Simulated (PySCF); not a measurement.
AlH3N (calculated)

Calculation on a computer-drawn molecule: the log of a Hartree-Fock and frozen-core CCSD(T) single point meant for a local Hartree-Fock minimum, with one planted fault or none, to be diagnosed. Offsets are logged minus clean, where the clean run is the same molecule without the fault. The reference is restricted for singlets and unrestricted otherwise, and also for a bond in bohr or an excited solution. Adding or removing an electron swaps singlet and doublet. The excited solution moves the top pair (singlet) or top alpha electron (doublet) to the lowest empty orbital. Highest occupied and lowest empty are orbital energies over both spins, largest force is the largest gradient component, triples share is (T) over the correlation energy, the T1 limit is 0.02 restricted and 0.045 unrestricted, electrons count all cores, a negative frequency is imaginary (commonest isotopes), and the dipole is about the centre of nuclear charge. Program: PySCF 2.14.0.

```json
{"formula": "AlH3N", "logged_structure": {"atoms_angstrom": [["N", -0.0312, 2.9083, 0.9518], ["Al", 0.66, 2.4755, -0.5486], ["H", -0.812, 3.5337, 1.0761], ["H", 0.2771, 2.5788, 1.8533], ["H", 1.2822, 2.0862, -1.8995]]}, "given": {"meant_charge": 1, "meant_multiplicity": 1, "meant_basis": "cc-pV(D+d)Z", "logged_electrons": 21, "logged_basis_functions": 52, "logged_SCF_converged": "yes", "logged_spin_squared": 0.7577, "logged_highest_occupied [eV]": -25.899, "logged_lowest_empty [eV]": -13.606, "logged_largest_force [hartree/bohr]": 0.092654, "logged_T1_diagnostic": 0.0091902, "logged_D1_diagnostic": 0.021651, "logged_triples_share": 0.015054, "logged_CC_converged": "yes", "logged_dipole_magnitude [debye]": 1.3979, "logged_SCF_stable_within_its_kind": "yes", "logged_energy_HF [hartree]": -297.32338, "logged_energy_CCSD(T) [hartree]": -297.52225, "possible_faults": "no fault, one electron removed, one electron added, multiplicity raised by two, geometry at a saddle point, SCF held on an excited solution, minimal basis STO-3G, one bond length entered in bohr, all coordinates scaled", "drawn_bonds_atom": [1, 1, 1, 2], "drawn_bonds_other_atom": [2, 3, 4, 5], "drawn_bonds_order": [1, 1, 1, 1]}, "results": {}}
```

Q: Which fault was planted in the run of AlH3N?
A: one electron removed

Further results for AlH3N:

| Quantity | Value |
| --- | --- |
| HF energy offset from clean run | 346.7 kcal/mol |
| CCSD(T) energy offset from clean run | 377.2 kcal/mol |
